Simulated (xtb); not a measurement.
xtb input:

```bash
xtb mol.xyz --gfn 2 --sp --chrg -1 --uhf 0
```
mol.xyz:
```
13

Si     0.11351339    -0.04102433    -0.01253910
C      1.79490596    -0.52804155    -0.18094644
N     -0.73588216    -1.16618853     1.06213071
N     -1.17330446     0.01335339    -1.28383529
N      0.02737024     1.65368649     0.49715217
H      2.53232947     0.16143878    -0.58968908
H      2.08069301    -1.57468804    -0.26772853
H     -1.67992958    -0.88996772     1.30131228
H     -0.21758897    -1.34668899     1.91084648
H     -1.42665284    -0.93118544    -1.55544516
H     -0.82653188     0.46319088    -2.12485218
H      0.91848861     2.08352672     0.69553556
H     -0.56671647     2.27100424    -0.03688649
```

### Question
What final total energy does it print?

### Answer
-16.84419 Eh (GFN2-xTB).

It need not be the lowest isomer of its formula. Whether it binds its extra electron was not tested at this geometry.
